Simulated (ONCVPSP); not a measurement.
# Building the ONCV potential for Tc (Z = 43) (PBE, scalar-relativistic).

technetium, optimised norm-conserving Vanderbilt (ONCV), made with ONCVPSP 4.0.1 (PBE, scalar-relativistic). Core [Ar] 3d10, reference 4s2 4p6 4d5 5s1.75 (charge +0.25). Waves: 4s+5s: rc 1.75 bohr, ncon 3, nbas 7, qcut 7.3 1/bohr, 2 projectors; 4p: rc 1.95 bohr, ncon 4, nbas 7, qcut 8.9 1/bohr, 2 projectors, debl 3.1 Ha; 4d: rc 2.30 bohr, ncon 4, nbas 9, qcut 5.8 1/bohr, 2 projectors, debl 1.7 Ha. Local part: polynomial inside 1.30 bohr (lpopt 2, dvloc0 2 Ha). Core correction: none.

All-electron outer shells of the reference configuration (PBE, scalar-relativistic, ld1.x):

| shell | level (eV) | outermost node (bohr) | outermost maximum (bohr) |
| --- | --- | --- | --- |
| 3d | -251.65 | – | 0.31 |
| 4s | -75.15 | 0.50 | 0.95 |
| 4p | -47.12 | 0.51 | 1.03 |
| 4d | -8.41 | 0.50 | 1.27 |
| 5s | -6.56 | 1.28 | 2.72 |

Task: Estimate the cutoffs (Ha) at which the residual kinetic energy of the hardest occupied pseudo-wave falls to 1 and 0.1 mHa per electron.

Result: 18 Ha and 21 Ha.

Task: Does the potential have ghost states?

Result: No bound ghost flagged; no localised positive-energy state flagged.

Task: Tests: 4s2 4p6 4d5 5s2; 4s2 4p6 4d5 5s1; 4s2 4p6 4d5 5s0; 4s1 4p6 4d5 5s2. Which has the largest error in its energy relative to the reference configuration, and how large is it?

Result: 4s1 4p6 4d5 5s2, with -288 meV (all-electron minus pseudo) on +78.50 eV.
